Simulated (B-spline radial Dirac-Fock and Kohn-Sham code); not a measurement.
# The K (1s) hole of bromine ions: width and yield against charge

These are calculated numbers from a radial finite-basis atomic code; the model is independent-particle rates on relativistic LDA orbitals of the hole state (multipoles up to L = 3, Coulomb Auger matrix elements, transition energies from Dirac-Fock). Tabulated ground configurations, configuration averages; single configurations, so decays that open only by mixing (as 1s 2s² with 1s 2p² in Be-like ions) are missing and such tiny yields are far too low.

```
 ion      configuration  radiative (eV)  non-radiative (eV)  yield
  Br  [Ar] 3d10 4s2 4p5            1.52               0.919  0.623
 Br⁺  [Ar] 3d10 4s2 4p4            1.52               0.918  0.623
Br²⁺  [Ar] 3d10 4s2 4p3            1.52               0.917  0.623
Br³⁺  [Ar] 3d10 4s2 4p2            1.51               0.916  0.623
Br⁴⁺  [Ar] 3d10 4s2 4p1            1.51               0.914  0.623
Br⁵⁺      [Ar] 3d10 4s2            1.51               0.911  0.623
Br⁶⁺      [Ar] 3d10 4s1            1.51               0.909  0.624
Br⁷⁺          [Ar] 3d10            1.51               0.906  0.625
```
